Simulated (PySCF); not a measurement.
C₄H₂BrF.

```xyz
8

C      2.2296    -1.7183     0.0000
C      1.1607    -1.1447     0.0000
C     -0.0732    -0.4556     0.0000
Br    -0.0196     1.4366     0.0000
C     -1.2750    -1.0536     0.0000
F     -1.3905    -2.3668     0.0000
H      3.1732    -2.2324     0.0000
H     -2.2261    -0.5156     0.0000
```
Charge 0, spin multiplicity 1.

Coordinates come from a PBE0-D3(BJ)/def2-SVP optimisation. The structure was generated by enumeration; whether it is a known compound was not checked.

Method: PBE/pcSseg-1 run with PySCF. Non-relativistic, no solvent.

Q: Give the absolute GIAO shielding of each atom: isotropic value and principal components (ppm). (The exact figures need the calculation; the answer reports its results.)

A: 
```json
[
 {"atom": "C1", "σ(iso)": "82.1", "σ11": "26.5", "σ22": "44.3", "σ33": "175.7", "span": "149.2"},
 {"atom": "C2", "σ(iso)": "100.2", "σ11": "3.4", "σ22": "5.8", "σ33": "291.5", "span": "288.1"},
 {"atom": "C3", "σ(iso)": "72.2", "σ11": "-0.6", "σ22": "98.3", "σ33": "119.0", "span": "119.6"},
 {"atom": "Br4", "σ(iso)": "1975.3", "σ11": "1487.0", "σ22": "1529.8", "σ33": "2909.0", "span": "1422.0"},
 {"atom": "C5", "σ(iso)": "15.0", "σ11": "-81.2", "σ22": "55.7", "σ33": "70.4", "span": "151.6"},
 {"atom": "F6", "σ(iso)": "239.9", "σ11": "147.0", "σ22": "192.7", "σ33": "379.8", "span": "232.8"},
 {"atom": "H7", "σ(iso)": "27.5", "σ11": "24.1", "σ22": "24.3", "σ33": "33.9", "span": "9.8"},
 {"atom": "H8", "σ(iso)": "23.9", "σ11": "20.4", "σ22": "22.4", "σ33": "29.0", "span": "8.6"}
]
```
